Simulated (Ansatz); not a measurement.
`C[CH](C)[Mg][Cl]` + H–F → `[F][Mg][Cl]` + `CCC` at 600 K and 1 bar (ligand exchange at a Mg–C bond).

Program: Ansatz. Geometries: PBE0-D4/def2-TZVP. ΔE: electronic, gas phase. CCSD(T)/CBS is the MP2 limit (def2-TZVPP, def2-QZVPP) plus CCSD(T) − MP2 in def2-TZVPP, frozen cores. This one scheme is used for every species. For Mg outer-core shells are correlated without core-valence functions, which leaves a few kJ/mol of doubt a bond. One conformer a species, not always the lowest.

```json
{"species": "`C[CH](C)[Mg][Cl]`", "CCSD(T)/CBS energy (Eh)": "-778.11446", "H − E (kJ/mol)": "309.9", "S (J/(mol·K))": "461.9"}
{"species": "H–F", "CCSD(T)/CBS energy (Eh)": "-100.39570", "H − E (kJ/mol)": "42.3", "S (J/(mol·K))": "194.0"}
{"species": "`[F][Mg][Cl]`", "CCSD(T)/CBS energy (Eh)": "-759.61026", "H − E (kJ/mol)": "39.3", "S (J/(mol·K))": "305.3"}
{"species": "`CCC`", "CCSD(T)/CBS energy (Eh)": "-118.98051", "H − E (kJ/mol)": "315.9", "S (J/(mol·K))": "335.6"}
```

H − E and S are ideal-gas, rigid-rotor, harmonic terms from PBE0-D4/def2-TZVP, for one conformer and one mirror image of each species. 1 Eh = 2625.50 kJ/mol, R = 8.31446 J/(mol·K).

By hand: ΔE, ΔH, ΔS and ΔG.

ΔE = (-759.61026) + (-118.98051) − (-778.11446) − (-100.39570) = -0.08061 Eh = -211.6 kJ/mol. Δ(H − E) = 39.3 + 315.9 − 309.9 − 42.3 = 3.0, so ΔH = -208.6 kJ/mol. ΔS = 305.3 + 335.6 − 461.9 − 194.0 = -15.0 J/(mol·K). ΔG = -208.6 − 600 × (-15.0)/1000 = -199.6 kJ/mol.

By hand: the equilibrium constant, and the temperature at which ΔG would vanish if ΔH and ΔS stayed fixed.

log₁₀ K = −ΔG/(RT ln 10) = 17.4. ΔG = 0 at ΔH/ΔS = 13907 K, far beyond where these terms or the molecules hold.

ΔH outweighs TΔS. A doubt of 5 kJ/mol in ΔE shifts log₁₀ K by 0.4 here. Other conformers and mirror images would add mixing entropy, several J/(mol·K) or more a flexible species. Modes under 60 cm⁻¹, often nearly free rotors, make the harmonic entropy too high. These are equilibria of isolated gas molecules and say nothing of rates. Largest T1 diagnostic: 0.010 (customary marks: 0.02 for closed shells, 0.045 for open ones).
